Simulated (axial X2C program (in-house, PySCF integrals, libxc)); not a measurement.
**What spin–orbit coupling does to CSe⁻**

Computed with an in-house relativistic program for diatomic molecules. Spin-free means the one-electron spin-free X2C Hamiltonian; two-component (2c) means X2C with spin–orbit coupling and atomic mean-field two-electron Coulomb and Gaunt terms, so the difference of the two also holds small scalar two-electron terms. Basis: Se dyall-acv3z [9s10p7d5f1g], C dyall-av3z [8s7p3d2f] (cores contracted in-house); Gaussian nuclei, density fitting, unrestricted open shells. Masses: Se 79.917 u, C 12.000 u.

Spin-free state: M_S = 1/2, Λ = 1 (beyond evenly filled blocks: π+α); fragments Se- + C.

```csv
level,Re (Å),ωe (cm⁻¹),De (eV),μ (D)
PBE0,1.770,822.9,4.574,-3.67
HF,1.783,819.4,2.224,-3.04
CCSD,1.778,824.4,4.139,n/a
CCSD(T),1.784,809.6,4.399,n/a
M06,1.769,817.7,4.450,-3.72
```

Correlated methods: 11 electrons correlated (number of frozen shells: Se 3 s, 2 p, 1 d; C 1 s), 247 virtual spin orbitals or spinors in MP2, 90 natural virtuals in coupled cluster.

Dipoles are positive if C is the positive end and refer to the centre of mass.

(1) Within this multiplet, which Ω should lie lowest by the rule for regular and inverted multiplets?

Two-component determinant lowest at the distance of the search:

Ω = 1/2 (⟨Sz⟩ = -0.50, ⟨Lz⟩ = 1.00 at HF); fragments Se- + C.

```
  level  Re (Å)  ωe (cm⁻¹)  De (eV)  μ (D)
   PBE0   1.771      820.5    4.570  -3.74
     HF   1.784      818.1    2.163  -3.15
   CCSD   1.779      823.3    4.083    n/a
CCSD(T)   1.785      809.4    4.339    n/a
    M06   1.770      816.0    4.392  -3.78
```

(2) From the two tables, how do the constants change at the CCSD(T) level (2c against spin-free)?

The state is a single determinant with fixed occupations, the lowest that a limited PBE0 search found. De is counted from the lowest determinant-based energies of the atoms at the same level, without counterpoise correction. Density functionals use the spin component along the axis (collinear). Coupled cluster ran in a truncated set of natural virtual spinors; the MP2 energy of the rest was added. (T) has no such correction and the atoms are truncated less, which lowers De at CCSD(T) by a hundredth of an eV or more. In 2c an atomic determinant is not the ground J level, so De misses part of the atomic spin–orbit lowering. This holds for PBE0, CCSD, CCSD(T), M06. Without a current term, density functionals place determinants with orbital angular momentum somewhat too high. Some points did not converge and are left out. The highest occupied level of some functionals is positive through self-interaction error; at Hartree–Fock it is bound. Hartree–Fock gets electron affinities wrong, so its lowest charge split need not be the true one.

## Answers

(1) The open π shell holds one electron, so the multiplet is regular: Ω = Λ − 1/2 = 1/2. The PBE0 2c search agrees, though Ω = 3/2 of the search lies only 0.06 eV higher.

(2) At the CCSD(T) level Re is unchanged within 0.001 Å and ωe doesn't move by more than 0.2 cm⁻¹; De is not compared, since the atomic limits differ or miss part of their spin–orbit lowering.
